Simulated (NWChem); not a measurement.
# CHBr₂Cl; SMILES C(Br)(Br)Cl

All runs: NWChem. Pople sets run with spherical d functions. Structure relaxed at the PBE-D3(BJ)/def2-SVP level. Total energies compare along this basis series because the functional is fixed.

| level | basis functions | energy (Ha) | highest occupied level (eV) | orbital gap (eV) | dipole (D) | relative time |
|---|---|---|---|---|---|---|
| Hartree-Fock/STO-3G | 51 | -5581.8850 | -9.03 | 15.64 | 1.51 | 1 |
| Hartree-Fock/3-21G | 68 | -5615.5954 | -11.10 | 13.29 | 1.46 | 1 |
| Hartree-Fock/6-31G* | 98 | -5642.1031 | -11.32 | 13.23 | 1.22 | 6 |
| Hartree-Fock/6-311G** | 138 | -5642.6766 | -11.33 | 13.13 | 1.21 | 6 |

Relative times are rough (shared machine, one core).
